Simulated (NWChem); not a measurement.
C2H9FSi2 (SMILES C[SiH](C)[SiH2]F): name the method

C2H9FSi2: 14 atoms, total charge 0, spin state singlet. As SMILES, `C[SiH](C)[SiH2]F`. The shape is that of a PBE0-D4/def2-TZVP optimisation. This is one conformer, not always the lowest.

```csv
atom,x (Å),y (Å),z (Å)
C,-0.5174,-0.3619,1.7637
Si,0.0116,-0.5708,-0.0239
C,1.8414,-0.2167,-0.2382
Si,-1.2554,0.8289,-1.4164
F,-0.9945,2.3684,-1.0099
H,0.0622,-1.0203,2.4160
H,-0.3609,0.6673,2.0957
H,-1.5749,-0.6019,1.8934
H,-0.2811,-1.9672,-0.4698
H,2.0694,0.8171,0.0322
H,2.4378,-0.8735,0.4004
H,2.1558,-0.3730,-1.2723
H,-2.7194,0.5860,-1.2893
H,-0.8878,0.6883,-2.8529
```

A calculation with NWChem 7.3.0 gave:

| Quantity | Value |
| --- | --- |
| total energy | -749.3584 Eh |
| dipole moment | 1.18 D |
| HOMO energy | -8.05 eV |
| LUMO energy | 10.70 eV |
| HOMO–LUMO gap | 18.75 eV |
| largest force | 2.204 eV/Å |

Q: Which of these levels gave the numbers?
A. B3LYP/6-31G* (spherical functions)
B. HF/3-21G
C. HF/STO-3G
D. B3LYP/6-31G* (Cartesian functions)

A: C. The others give -760.5315 Eh (B3LYP/6-31G* (Cartesian functions)), -754.3010 Eh (HF/3-21G), -760.5254 Eh (B3LYP/6-31G* (spherical functions)).
